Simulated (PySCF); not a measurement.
Deuteron quadrupole couplings in `C#C[Si@@H](C#C[SiH3])OC`

Compound: C5H8OSi2.
Structure used (GFN2-xTB), in Å, numbered top down from 1:
```
atom  x, y, z in Å
C1    -1.7850    2.7764   -1.0956
C2    -1.2548    1.7081   -1.2460
Si3   -0.4675    0.0391   -1.4775
C4     0.9524    0.0183   -0.2772
C5     1.8580   -0.0283    0.5257
Si6    3.2428   -0.0948    1.7483
O7    -1.5094   -1.1799   -1.2081
C8    -2.2180   -1.5149   -0.0576
H9    -2.2438    3.7149   -0.9660
H10   -0.1069   -0.2529   -2.8569
H11    2.7043   -0.5864    3.0208
H12    3.7888    1.2557    1.9061
H13    4.2652   -1.0121    1.2369
H14   -2.7791   -2.4282   -0.2613
H15   -2.9148   -0.7176    0.2144
H16   -1.5400   -1.6884    0.7826
```

Level: PBE0/pcSseg-1 (PySCF, non-relativistic); Q(2H) = 0.00286 b; rigid geometry, the same for H and D, with no vibrational averaging.

Task: Rank these positions by the coupling χzz of a deuteron there, largest first.
A. H14 (methyl hydrogen)
B. H9 (alkyne hydrogen)
C. H13 (Si–H hydrogen)
D. H16 (methyl hydrogen)

Result: B (259 kHz), A (202 kHz), D (197 kHz), C (107 kHz).

Task: Tabulate Vzz, the asymmetry η and χzz = 234.96 MHz × Q × Vzz for every hydrogen position.

Result: 
| atom | bonded to | bond length (Å) | Vzz (au) | η | χzz (kHz) |
| --- | --- | --- | --- | --- | --- |
| H9 | C1 | 1.053 | 0.3859 | 0.01 | 259 |
| H10 | Si3 | 1.455 | 0.1643 | 0.01 | 110 |
| H11 | Si6 | 1.467 | 0.1586 | 0.01 | 107 |
| H12 | Si6 | 1.465 | 0.1595 | 0.01 | 107 |
| H13 | Si6 | 1.466 | 0.1591 | 0.01 | 107 |
| H14 | C8 | 1.091 | 0.3006 | 0.07 | 202 |
| H15 | C8 | 1.093 | 0.2945 | 0.08 | 198 |
| H16 | C8 | 1.093 | 0.2937 | 0.08 | 197 |

Task: Average by the element that carries the hydrogen.

Result: on C: 214 kHz over 4 positions, mean bond length 1.083 Å; on Si: 108 kHz over 4 positions, mean bond length 1.463 Å.

Task: A static deuteron (I = 1) shows a doublet split by (3/2)χ, (3/4)χ(1 + η) and (3/4)χ(1 − η) with the field along z, y and x of the gradient. What are these for H13?

Result: With |χ| = 106.9 kHz and η = 0.012: 160, 81 and 79 kHz, to first order and without motion.

Isolated species at its GFN2-xTB geometry (one conformer only). GFN2-xTB bond lengths can be off by several hundredths of an ångström, more for odd bonds, and the gradients follow them. The basis is small and wasn't made for field gradients, so the couplings can be 20 % off.
